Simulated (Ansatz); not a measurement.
beryllium atom (Be), singlet; REVPBE/def2-SVPD run with Ansatz (a program for electronic structure).

Input for Ansatz:
Ansatz 0.2 input:
```yaml
crystal:
  periodic: [false, false, false]
  atoms:
    - {symbol: Be, position_ang: [0.00000000, 0.00000000, 0.00000000]}
basis:
  gaussian:
    orbitals: def2-SVPD
hamiltonian:
  xc: revpbe
accuracy: high
```

Output, abridged:

```
Functional definition: revPBE
65 factors; integrals over basis functions are off by at most 9.0e-9 eV
mean field evaluation 1: about -398.5416 eV, gradient 1.9e-1 eV
mean field evaluation 2: about -398.5416 eV, gradient 1.9e-1 eV
mean field evaluation 4: about -398.5421 eV, gradient 4.0e-4 eV
mean field evaluation 8: about -398.5421 eV, gradient 7.6e-8 eV
mean field -398.54208681 eV, -14.6461515486 hartree, gradient 1.2e-8 eV, S^2 0.000000; 0 other end points of the search recorded, 0 dependent functions left out
reference -398.54208936 eV, -14.6461516424 hartree; 2, 2 occupied and 10, 10 virtual orbitals, 65 factors
Total energy: -398.54208936 eV, -14.6461516424 hartree
```
